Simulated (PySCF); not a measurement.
Electronic structure of Nb(2+) (niobium, charge +2) at the UHF level

Configuration: [Kr] 4d2 5p1, one real determinant (an excited configuration). Computed with PySCF 2.14 in aug-cc-pVTZ-PP with ECP28MDF, with scalar relativity through the core potential.

| Property | Result |
| --- | --- |
| Total energy | -55.157891 hartree |
| One-electron energy | -86.1074 hartree |
| Hartree (Coulomb) energy | 36.6736 hartree |
| Exchange energy | -5.7240 hartree |
| ⟨S²⟩ | 3.7546 |
| ⟨L²⟩ | 14.043 |
| Sum of ⟨r⟩ | 17.28 bohr |
| Sum of ⟨r²⟩ | 36.09 bohr² |
| Traceless quadrupole moment −½Σ⟨3z² − r²⟩ along its main axis | -5.70 e·bohr² |

| shell | electrons | mean orbital energy (hartree) | spread (hartree) | rms radius, mean of both spins (bohr) |
| --- | --- | --- | --- | --- |
| 4s α | 1 | -3.55459 | 0 | 1.24 |
| 4s β | 1 | -3.44232 | 0 | 1.24 |
| 4p α | 3 | -2.47854 | 0.00461 | 1.37 |
| 4p β | 3 | -2.33131 | 0.01353 | 1.37 |
| 4d α | 2 | -1.09024 | 0.00572 | 1.89 |
| 5p α | 1 | -0.60143 | 0 | 3.82 |

⟨L²⟩ = 14.04 against 20 for a pure G term, so this real determinant mixes terms. Energies and moments cover only the electrons outside the core potential.
